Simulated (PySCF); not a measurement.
Coordinates in bohr (charge 0 multiplicity 1):
```
Te    0.0000    0.3122    0.0000
N     0.0000   -3.2377    0.0000
H     3.2617    0.5641    0.0000
H     0.0000    3.5748    0.0000
H    -3.2617    0.5641    0.0000
```

All numbers come from PySCF, PBE0, basis Te def2-TZVP with ECP28, N def2-TZVP, H def2-TZVP (scalar-relativistic core potentials, no spin–orbit coupling, density fitting).

This geometry of H₃TeN is a stationary point at this level.

Problem. What is the point group?

Solution. C2v.

Problem. Is it a minimum?

Solution. No: it has 1 imaginary mode, at 515i cm⁻¹ (b1).

Problem. List the harmonic modes with their infrared intensities.

Solution. 
```csv
symmetry,ω (cm⁻¹),IR (km/mol)
b1,515i,–
b1,192,0.4
b2,582,38.4
a1,733,3.1
a1,974,113
b2,1195,103
b2,1755,319
a1,1767,33.6
a1,1871,42.5
```

Problem. Give the atomic charges and bond orders.

Solution. 
```tsv
atom	Mulliken	Löwdin	polar tensor	Mayer order to Te1
Te1	0.39	0.57	0.87	–
N2	-0.39	-0.45	-0.26	1.89
H3,5	0.00	-0.04	-0.19	0.76
H4	0.01	-0.04	-0.22	0.78
```

In C2v the vibrations span 2b1 + 3b2 + 4a1. Here b1 is antisymmetric to the molecular plane and b2 lies in it.

Other isomers or separated fragments may lie lower. At this level a singlet minimum of C3v symmetry lies 133 kJ/mol below this structure.
